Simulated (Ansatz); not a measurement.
Born–Oppenheimer molecular dynamics of C3H9N3Si (16 atoms, charge 0, multiplicity 1). It starts from a relaxed structure.

Level of theory: Ansatz, RKS CAM-B3LYP/STO-3G.

```
ensemble        : NVT, Langevin thermostat
time step       : 0.5 fs
steps asked     : 150
set temperature : 700 K
friction        : 0.005 /fs
seed            : 928951
```

Frames 0.5 fs apart, positions in Å, forces in eV/Å.

Velocities at 5 fs (Å/ps):

```
C -7.16 0.14 -2.61
C 5.57 -0.60 1.27
N 7.17 -5.80 7.87
N 2.36 -3.34 -5.17
C -0.66 5.15 -3.15
N 0.34 0.29 0.01
Si -0.97 2.77 -2.84
H -38.53 -50.78 9.51
H -45.53 9.92 3.88
H 6.40 10.73 31.17
H 8.49 -16.89 2.96
H -7.13 13.36 6.51
H 13.01 6.33 -15.96
H -21.41 0.99 -16.05
H 9.46 -19.85 2.58
H 7.58 15.90 10.99
```

```xyz
16
Properties=species:S:1:pos:R:3:forces:R:3 time_fs=5 energy_less_start_eV=0.526 T=375
C 1.322 -0.448 1.619 -0.58 -0.66 3.75
C 1.187 -0.128 0.159 1.18 -0.79 -1.40
N 2.098 -0.266 -0.779 -0.20 0.17 -0.91
N -0.098 0.323 -0.209 -1.55 0.63 0.52
C -0.561 0.478 -1.631 -0.01 0.13 0.01
N -2.046 0.192 -1.410 -0.24 -0.32 0.53
Si -1.769 0.031 0.349 0.36 -0.09 1.56
H 0.644 -1.303 1.960 0.90 1.15 -0.69
H 1.018 0.440 2.198 -0.56 -0.04 -0.12
H 2.322 -0.631 2.094 -0.35 -0.30 -1.54
H 3.003 -0.669 -0.386 -0.32 0.20 0.58
H -0.454 1.513 -2.034 0.58 -0.37 -0.15
H -0.032 -0.297 -2.233 -0.20 0.44 -0.46
H -2.680 0.973 -1.740 0.63 -0.21 0.15
H -2.324 0.929 1.405 0.34 -0.13 -1.15
H -1.956 -1.265 1.009 0.02 0.19 -0.70
16
Properties=species:S:1:pos:R:3:forces:R:3 time_fs=5.5 energy_less_start_eV=0.622 T=320
C 1.319 -0.448 1.618 -0.90 -0.98 4.42
C 1.190 -0.129 0.160 1.01 -0.79 -1.38
N 2.101 -0.269 -0.775 -0.07 0.14 -1.00
N -0.097 0.321 -0.211 -1.53 0.63 0.52
C -0.561 0.481 -1.632 0.11 0.01 -0.10
N -2.046 0.192 -1.410 -0.44 -0.09 0.37
Si -1.770 0.032 0.348 0.49 -0.12 1.50
H 0.626 -1.327 1.963 1.40 1.76 -0.93
H 0.994 0.445 2.200 -0.39 -0.40 -0.33
H 2.325 -0.625 2.108 -0.69 -0.24 -1.68
H 3.007 -0.677 -0.384 -0.38 0.24 0.57
H -0.458 1.519 -2.031 0.59 -0.40 -0.14
H -0.026 -0.293 -2.241 -0.33 0.59 -0.33
H -2.689 0.972 -1.748 0.85 -0.46 0.28
H -2.319 0.920 1.405 0.28 0.01 -1.07
H -1.952 -1.257 1.013 0.00 0.08 -0.69
16
Properties=species:S:1:pos:R:3:forces:R:3 time_fs=6 energy_less_start_eV=0.715 T=276
C 1.315 -0.448 1.617 -1.16 -1.12 4.89
C 1.193 -0.129 0.160 0.79 -0.78 -1.33
N 2.104 -0.271 -0.771 0.07 0.11 -1.10
N -0.097 0.320 -0.213 -1.47 0.63 0.51
C -0.561 0.483 -1.634 0.21 -0.16 -0.21
N -2.046 0.192 -1.409 -0.57 0.06 0.25
Si -1.770 0.033 0.346 0.64 -0.13 1.37
H 0.611 -1.346 1.965 1.74 2.17 -1.08
H 0.971 0.450 2.201 -0.21 -0.72 -0.52
H 2.326 -0.620 2.119 -0.94 -0.18 -1.77
H 3.009 -0.683 -0.382 -0.41 0.27 0.56
H -0.461 1.523 -2.029 0.59 -0.37 -0.15
H -0.021 -0.290 -2.252 -0.46 0.75 -0.18
H -2.698 0.970 -1.754 1.02 -0.63 0.37
H -2.314 0.911 1.403 0.20 0.17 -0.95
H -1.947 -1.248 1.015 -0.03 -0.07 -0.65
16
Properties=species:S:1:pos:R:3:forces:R:3 time_fs=6.5 energy_less_start_eV=0.783 T=256
C 1.312 -0.449 1.618 -1.36 -1.13 5.17
C 1.197 -0.128 0.160 0.53 -0.76 -1.27
N 2.107 -0.274 -0.768 0.16 0.10 -1.21
N -0.096 0.318 -0.215 -1.39 0.63 0.51
C -0.561 0.486 -1.635 0.30 -0.36 -0.32
N -2.046 0.192 -1.409 -0.60 0.13 0.17
Si -1.770 0.035 0.346 0.80 -0.13 1.17
H 0.601 -1.360 1.964 1.95 2.40 -1.17
H 0.946 0.453 2.202 -0.03 -0.98 -0.66
H 2.326 -0.616 2.126 -1.11 -0.14 -1.81
H 3.010 -0.689 -0.378 -0.39 0.28 0.57
H -0.463 1.526 -2.028 0.58 -0.30 -0.16
H -0.016 -0.284 -2.263 -0.59 0.87 -0.03
H -2.706 0.966 -1.760 1.11 -0.70 0.42
H -2.308 0.902 1.398 0.10 0.34 -0.80
H -1.940 -1.239 1.015 -0.06 -0.26 -0.59
16
Properties=species:S:1:pos:R:3:forces:R:3 time_fs=7 energy_less_start_eV=0.812 T=226
C 1.308 -0.449 1.619 -1.53 -1.03 5.21
C 1.201 -0.127 0.160 0.26 -0.76 -1.14
N 2.111 -0.276 -0.764 0.21 0.12 -1.35
N -0.096 0.316 -0.217 -1.31 0.64 0.51
C -0.562 0.489 -1.636 0.34 -0.54 -0.41
N -2.047 0.192 -1.409 -0.56 0.13 0.15
Si -1.770 0.036 0.345 0.96 -0.13 0.94
H 0.596 -1.368 1.960 2.03 2.48 -1.18
H 0.922 0.454 2.202 0.14 -1.18 -0.75
H 2.323 -0.611 2.129 -1.18 -0.11 -1.77
H 3.009 -0.694 -0.374 -0.29 0.25 0.59
H -0.465 1.527 -2.026 0.58 -0.20 -0.17
H -0.012 -0.278 -2.273 -0.68 0.95 0.09
H -2.712 0.959 -1.764 1.13 -0.70 0.43
H -2.301 0.897 1.392 0.00 0.51 -0.63
H -1.934 -1.230 1.014 -0.10 -0.44 -0.51
16
Properties=species:S:1:pos:R:3:forces:R:3 time_fs=7.5 energy_less_start_eV=0.794 T=226
C 1.304 -0.451 1.621 -1.70 -0.85 5.03
C 1.205 -0.126 0.159 -0.02 -0.75 -0.93
N 2.114 -0.278 -0.760 0.20 0.17 -1.54
N -0.095 0.314 -0.219 -1.22 0.64 0.49
C -0.562 0.492 -1.636 0.36 -0.66 -0.50
N -2.048 0.191 -1.409 -0.46 0.08 0.16
Si -1.770 0.037 0.344 1.10 -0.15 0.70
H 0.596 -1.371 1.954 2.01 2.42 -1.14
H 0.899 0.453 2.200 0.30 -1.30 -0.79
H 2.317 -0.607 2.130 -1.11 -0.09 -1.67
H 3.007 -0.698 -0.371 -0.13 0.19 0.65
H -0.465 1.529 -2.026 0.56 -0.13 -0.16
H -0.010 -0.270 -2.283 -0.74 0.98 0.19
H -2.715 0.952 -1.767 1.08 -0.63 0.41
H -2.294 0.893 1.386 -0.10 0.65 -0.46
H -1.928 -1.224 1.011 -0.14 -0.58 -0.44
16
Properties=species:S:1:pos:R:3:forces:R:3 time_fs=8 energy_less_start_eV=0.732 T=254
C 1.300 -0.452 1.625 -1.87 -0.57 4.63
C 1.209 -0.125 0.158 -0.34 -0.75 -0.68
N 2.117 -0.281 -0.756 0.19 0.23 -1.73
N -0.095 0.312 -0.221 -1.11 0.63 0.47
C -0.562 0.495 -1.637 0.35 -0.70 -0.58
N -2.049 0.191 -1.408 -0.28 -0.02 0.21
Si -1.769 0.038 0.344 1.24 -0.23 0.46
H 0.600 -1.368 1.946 1.88 2.22 -1.06
H 0.876 0.450 2.196 0.43 -1.35 -0.77
H 2.309 -0.604 2.126 -0.92 -0.09 -1.48
H 3.004 -0.699 -0.366 0.05 0.12 0.70
H -0.464 1.530 -2.026 0.53 -0.08 -0.14
H -0.010 -0.260 -2.294 -0.76 0.95 0.27
H -2.716 0.944 -1.770 0.97 -0.49 0.36
H -2.286 0.890 1.378 -0.20 0.81 -0.28
H -1.923 -1.220 1.008 -0.16 -0.67 -0.38
16
Properties=species:S:1:pos:R:3:forces:R:3 time_fs=8.5 energy_less_start_eV=0.637 T=311
C 1.296 -0.454 1.629 -1.99 -0.17 4.03
C 1.213 -0.124 0.157 -0.67 -0.72 -0.44
N 2.120 -0.283 -0.753 0.21 0.27 -1.88
N -0.095 0.311 -0.222 -0.97 0.60 0.47
C -0.562 0.497 -1.636 0.32 -0.69 -0.65
N -2.050 0.191 -1.408 -0.06 -0.17 0.29
Si -1.769 0.039 0.344 1.38 -0.34 0.20
H 0.607 -1.359 1.935 1.63 1.84 -0.90
H 0.854 0.445 2.190 0.53 -1.32 -0.71
H 2.298 -0.599 2.119 -0.62 -0.10 -1.23
H 3.002 -0.699 -0.359 0.20 0.06 0.73
H -0.461 1.531 -2.027 0.48 -0.01 -0.10
H -0.013 -0.247 -2.305 -0.74 0.85 0.31
H -2.715 0.936 -1.772 0.81 -0.31 0.28
H -2.279 0.889 1.369 -0.31 0.96 -0.07
H -1.917 -1.218 1.004 -0.19 -0.73 -0.32
16
Properties=species:S:1:pos:R:3:forces:R:3 time_fs=9 energy_less_start_eV=0.534 T=356
C 1.292 -0.456 1.633 -2.01 0.35 3.24
C 1.217 -0.124 0.156 -1.03 -0.69 -0.18
N 2.123 -0.286 -0.750 0.28 0.28 -1.98
N -0.095 0.310 -0.224 -0.80 0.56 0.45
C -0.563 0.499 -1.637 0.28 -0.63 -0.68
N -2.051 0.190 -1.407 0.18 -0.35 0.38
Si -1.769 0.040 0.344 1.51 -0.45 -0.05
H 0.619 -1.345 1.922 1.23 1.24 -0.69
H 0.833 0.435 2.183 0.59 -1.19 -0.59
H 2.285 -0.596 2.109 -0.21 -0.13 -0.92
H 3.001 -0.700 -0.349 0.30 0.02 0.72
H -0.456 1.532 -2.028 0.42 0.03 -0.06
H -0.016 -0.233 -2.315 -0.69 0.71 0.33
H -2.713 0.927 -1.772 0.59 -0.08 0.17
H -2.271 0.891 1.359 -0.41 1.09 0.13
H -1.912 -1.218 0.999 -0.22 -0.77 -0.26
16
Properties=species:S:1:pos:R:3:forces:R:3 time_fs=9.5 energy_less_start_eV=0.450 T=423
C 1.287 -0.457 1.638 -1.89 0.96 2.27
C 1.221 -0.124 0.155 -1.42 -0.64 0.08
N 2.127 -0.288 -0.748 0.43 0.25 -2.04
N -0.095 0.308 -0.225 -0.63 0.53 0.43
C -0.563 0.501 -1.637 0.19 -0.50 -0.66
N -2.051 0.190 -1.406 0.49 -0.59 0.51
Si -1.769 0.041 0.344 1.62 -0.53 -0.26
H 0.634 -1.329 1.907 0.67 0.44 -0.43
H 0.814 0.422 2.175 0.59 -0.95 -0.40
H 2.272 -0.592 2.098 0.28 -0.16 -0.57
H 3.000 -0.700 -0.336 0.35 0.01 0.68
H -0.451 1.533 -2.030 0.35 0.08 0.00
H -0.022 -0.217 -2.325 -0.59 0.51 0.29
H -2.708 0.917 -1.771 0.31 0.21 0.01
H -2.263 0.895 1.350 -0.49 1.18 0.28
H -1.907 -1.219 0.993 -0.26 -0.79 -0.21
16
Properties=species:S:1:pos:R:3:forces:R:3 time_fs=10 energy_less_start_eV=0.412 T=443
C 1.282 -0.459 1.644 -1.59 1.69 1.19
C 1.225 -0.125 0.154 -1.79 -0.58 0.32
N 2.130 -0.291 -0.745 0.60 0.21 -2.05
N -0.096 0.307 -0.226 -0.47 0.48 0.40
C -0.563 0.503 -1.637 0.06 -0.32 -0.57
N -2.050 0.190 -1.405 0.82 -0.85 0.66
Si -1.768 0.042 0.344 1.70 -0.62 -0.40
H 0.652 -1.312 1.891 -0.05 -0.58 -0.11
H 0.795 0.406 2.165 0.55 -0.63 -0.16
H 2.259 -0.589 2.086 0.80 -0.17 -0.20
H 2.999 -0.701 -0.321 0.36 0.01 0.61
H -0.444 1.533 -2.031 0.28 0.14 0.05
H -0.029 -0.199 -2.334 -0.45 0.24 0.19
H -2.703 0.907 -1.770 0.01 0.53 -0.16
H -2.255 0.903 1.342 -0.54 1.21 0.38
H -1.903 -1.222 0.986 -0.29 -0.75 -0.17
16
Properties=species:S:1:pos:R:3:forces:R:3 time_fs=10.5 energy_less_start_eV=0.433 T=414
C 1.277 -0.460 1.649 -1.13 2.44 0.09
C 1.229 -0.125 0.153 -2.12 -0.52 0.53
N 2.134 -0.294 -0.743 0.78 0.15 -2.02
N -0.095 0.305 -0.226 -0.31 0.45 0.35
C -0.563 0.505 -1.638 -0.12 -0.10 -0.38
N -2.050 0.190 -1.405 1.09 -1.05 0.77
Si -1.768 0.043 0.344 1.74 -0.73 -0.49
H 0.670 -1.297 1.875 -0.83 -1.72 0.20
H 0.777 0.389 2.156 0.44 -0.23 0.13
H 2.247 -0.588 2.073 1.30 -0.17 0.15
H 2.999 -0.701 -0.306 0.34 0.03 0.53
H -0.438 1.533 -2.032 0.22 0.21 0.10
H -0.037 -0.181 -2.341 -0.26 -0.08 0.03
H -2.699 0.900 -1.769 -0.25 0.79 -0.30
H -2.249 0.912 1.335 -0.57 1.20 0.45
H -1.900 -1.228 0.977 -0.31 -0.66 -0.15
```

Of the whole run (75 fs, mean temperature of the second half 387 K): The mean temperature of the second half is 45 % below the set value. A run of 0.075 ps of so small a system gives no equilibrium averages. Limits of this set-up: minimal basis.

Time of the run: 10 min on 1 thread of Arm Neoverse V1, with other jobs on the host, peak memory 0.12 GiB.
